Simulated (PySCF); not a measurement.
Species: C6H7N.
Atom-mapped SMILES: `[N:1]#[C:2][CH:3]=[C:4]1[CH2:5][CH2:6][CH2:7]1` (hydrogens: H8 on C3; H9, H10 on C5; H11, H12 on C6; H13, H14 on C7)

All values: CAM-B3LYP/def2-SVPD (PySCF, non-relativistic), on one gas-phase PBE0-D3(BJ)/def2-SVP geometry that isn't relaxed in the solvent. The solvent is an IEF-PCM continuum (cavity from Bondi-type radii × 1.2), and excitations are vertical TDDFT with non-equilibrium linear response and a frozen core. Only the electrostatic response of the medium enters.

Gas-phase singlets (H = HOMO, L = LUMO):

```
state  E (eV)  λ (nm)      f  leading configurations
   S1   5.937     209  0.430                 H→L 94%
   S2   6.495     191  0.000               H-1→L 73%
   S3   6.678     186  0.000    H→L+2 31%, H→L+4 25%
   S4   6.986     177  0.001               H-2→L 86%
   S5   7.221     172  0.000    H→L+1 67%, H→L+4 25%
```

Task: How does the list change in chloroform (ε = 4.711)?

Result: 
```json
{"state": "S1", "E (eV)": "5.776", "λ (nm)": "215", "f": "0.547", "leading configurations": "H→L 96%", "change by rank (eV)": "-0.161"}
{"state": "S2", "E (eV)": "6.519", "λ (nm)": "190", "f": "0.001", "leading configurations": "H→L+2 36%, H→L+1 20%", "change by rank (eV)": "+0.024"}
{"state": "S3", "E (eV)": "6.677", "λ (nm)": "186", "f": "0.000", "leading configurations": "H-1→L 59%, H-2→L 24%", "change by rank (eV)": "-0.001"}
{"state": "S4", "E (eV)": "6.847", "λ (nm)": "181", "f": "0.000", "leading configurations": "H-2→L 61%, H-1→L 26%", "change by rank (eV)": "-0.139"}
{"state": "S5", "E (eV)": "7.276", "λ (nm)": "170", "f": "0.000", "leading configurations": "H→L+1 66%, H→L+3 16%", "change by rank (eV)": "+0.055"}
```

Task: The ground-state energy changes by -0.222 eV from gas to chloroform. By how much does the total energy of gas-phase S1 change?

Result: E(S1) = E(S0) + excitation energy, so it changes by -0.222 − 0.161 = -0.383 eV: it is lowered more than the ground state, which is what a red shift means. This is the vertical state, with the slow part of the continuum still set for S0.

Task: How do the frontier levels move from gas to chloroform?

Result: 
```csv
orbital,gas (eV),solvent (eV),change (eV),"Löwdin shares, gas","Löwdin shares, solvent"
LUMO+2,1.50,1.73,+0.23,"C6 15 %, H8 13 %, C3 12 %, H12 10 %","C6 16 %, N1 14 %, C2 13 %, H12 8 %"
LUMO+1,1.11,1.39,+0.28,"C7 16 %, C6 12 %, C3 10 %, C5 9 %","C3 16 %, C2 16 %, C7 11 %, H8 8 %"
LUMO,-0.26,-0.16,+0.10,"C4 29 %, C3 18 %, N1 13 %, C2 12 %","C4 30 %, C3 17 %, N1 14 %, C2 13 %"
HOMO,-8.87,-8.80,+0.07,"C3 27 %, C4 22 %, N1 18 %, C2 12 %","C3 29 %, C4 22 %, N1 16 %, C2 11 %"
HOMO-1,-10.77,-10.66,+0.11,"N1 38 %, C2 28 %, C3 8 %, C4 6 %","C7 22 %, C5 21 %, C6 15 %, C4 12 %"
HOMO-2,-11.03,-10.92,+0.11,"C5 21 %, C7 21 %, C4 13 %, C6 13 %","N1 22 %, C2 16 %, C6 15 %, C4 11 %"
HOMO-3,-11.57,-11.40,+0.17,"N1 20 %, C2 19 %, C6 16 %, H11 8 %","C6 26 %, H11 11 %, N1 11 %, H12 11 %"
```

The HOMO–LUMO gap goes from 8.61 to 8.64 eV. Rows go by rank; for HOMO-3, HOMO-2, HOMO-1, LUMO+1 and LUMO+2 the atom shares or the degeneracy differ between the runs, so the row needn't follow one orbital.

Hardware: one thread of an Arm Neoverse N1, no GPU, on a shared host. Cost: 43 s, 0.96 GiB resident at most. This is the whole response run at CAM-B3LYP/def2-SVPD in chloroform, SCF included.
